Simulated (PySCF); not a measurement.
NICS in isomers of C7H6ClN.

Probes without a nucleus sit at each ring's centroid and 1 Å off its mean plane on both sides; NICS is minus the shielding there, NICSzz its component along the normal. Level: GIAO PBE0/pcSseg-1 (PySCF, non-relativistic, gas phase) on the GFN2-xTB geometries, one conformer each. Atom numbers follow the mapped SMILES.

Question: Order these rings by mean NICS(1)zz, lowest (most negative) first (ppm).
A. ring C4–C5–C6 in `[N:1]#[C:2]/[CH:3]=[C:4]1[CH:5]=[C:6]\1[CH2:7][CH2:8][Cl:9]`
B. ring C3–C4–C5–C6–C7–C9 in `[CH2:1]=[N:2][c:3]1[cH:4][cH:5][cH:6][c:7]([Cl:8])[cH:9]1`
C. ring C2–C3–C4–C7 in `[CH2:1]=[C:2]1[CH2:3][C@@H:4]([C:5]#[N:6])/[C:7]1=[CH:8]/[Cl:9]`

Answer: B (-26.1), A (-14.8), C (2.2).

```tsv
SMILES	ring	NICS(0)	NICS(1)	NICS(1)zz	HOMA	rms pucker (Å)	ring atoms with four or more neighbours
C=Nc1cccc(Cl)c1	6-membered carbocycle; formal bonds all aromatic	-9.1	-10.5	-26.1	0.99	0.01	0
N#C/C=C1C=C\1CCCl	3-membered carbocycle; formal bonds 1 double, 2 single	-25.0	-9.7	-14.8	0.23	0.00	0
C=C1C[C@@H](C#N)/C1=C/Cl	4-membered carbocycle; formal bonds all single	2.2	-1.4	2.2	–	0.01	2
```

NICS(0) gives another order. The isotropic NICS(1) gives the same order. HOMA uses Krygowski's 1993 parameters; it is left out where a ring has a four-coordinate atom, a triple bond, no multiple bond or a kind of bond without parameters. NICS(1) and NICS(1)zz are means over the two faces.
